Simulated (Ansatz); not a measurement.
Reaction (redistribution): `[Cl][GaH][GeH3]` + `C=CCOB(O)O` → `C=C[CH2][GaH][Cl]` + `OB(O)[O][GeH3]`

Isolated molecules relaxed with PBE0-D4/def2-TZVP in Ansatz; ΔE leaves out vibrations. CCSD(T)/CBS is the MP2 limit (def2-TZVPP, def2-QZVPP) plus CCSD(T) − MP2 in def2-TZVPP, frozen cores. DFT in def2-TZVPP. B3LYP here is the variant with VWN-RPA as its local correlation; programs differ in this. For Ga, Ge outer-core shells are correlated without core-valence functions, which leaves a few kJ/mol of doubt a bond. Scalar relativity is left out up to krypton. One conformer a species, not always the lowest.

`[Cl][GaH][GeH3]`:

Cartesian coordinates in Å:
```
Cl 0.038 1.180 2.644
Ga 0.164 1.248 0.491
Ge -0.110 -0.915 -0.595
H 0.418 2.682 -0.080
H 1.011 -1.864 -0.143
H -1.458 -1.532 -0.189
H -0.064 -0.799 -2.128
```

`C=CCOB(O)O`:

```xyz
14

C    -2.267   -1.129    1.232
C    -1.037   -0.641    1.188
C    -0.217   -0.560   -0.052
O     0.260    0.768   -0.217
B     1.415    1.024   -0.892
O     1.833    2.319   -1.040
O     2.161    0.008   -1.417
H    -2.817   -1.203    2.163
H    -2.769   -1.478    0.335
H    -0.555   -0.285    2.095
H     0.631   -1.250    0.008
H    -0.816   -0.845   -0.923
H     1.226    2.939   -0.629
H     2.951    0.335   -1.853
```

`C=C[CH2][GaH][Cl]`:

Z-matrix (Å, degrees):
```
C
C 1 1.489
Ga 1 1.971 2 99.7
H 1 1.089 2 112.6 3 119.9
H 1 1.090 2 112.7 3 -114.7
C 2 1.333 1 125.6 3 84.5
H 2 1.089 1 116.1 3 -91.6
Cl 3 2.159 1 114.2 2 -101.3
H 3 1.558 1 129.8 2 70.8
H 6 1.086 2 121.6 1 3.4
H 6 1.083 2 121.2 1 -177.4
```

`OB(O)[O][GeH3]`:

Cartesian coordinates in Å:
```
O 0.997 -0.592 -1.142
B 1.032 -0.104 0.139
O 2.234 -0.037 0.792
O -0.117 0.302 0.739
Ge -1.723 0.243 -0.053
H 1.865 -0.847 -1.461
H 2.136 0.318 1.678
H -1.694 1.132 -1.304
H -2.054 -1.215 -0.398
H -2.677 0.800 1.011
```

```tsv
level	ΔE (kJ/mol)
B3LYP-D4	-67.1
SCS-MP2/def2-TZVPP	-86.2
HF/def2-QZVPP	-69.2
CCSD/CBS(def2)	-73.9
```

(1) What does CCSD(T)/CBS give? (Best estimate.)

Largest T1 diagnostic among the species: 0.012.

Results:

(1) Computed: -76.1 kJ/mol. The listed levels differ from it by 9.0, -10.1, 6.9, 2.2 kJ/mol.

The D4 term adds −6.8 kJ/mol with B3LYP and −3.5 kJ/mol with PBE0; it sums over pairs of atoms, weighted by their polarisabilities, and B3LYP, whose exchange is more repulsive, gets the larger term. In def2-TZVPP, CCSD(T) changes the Hartree–Fock value by −8.4 kJ/mol (the triples alone add −2.2 kJ/mol) and MP2 by −22.1 kJ/mol. From PBE to PBE0 (25 % exact exchange), in def2-TZVPP and without D4, ΔE moves by −3.0 kJ/mol.
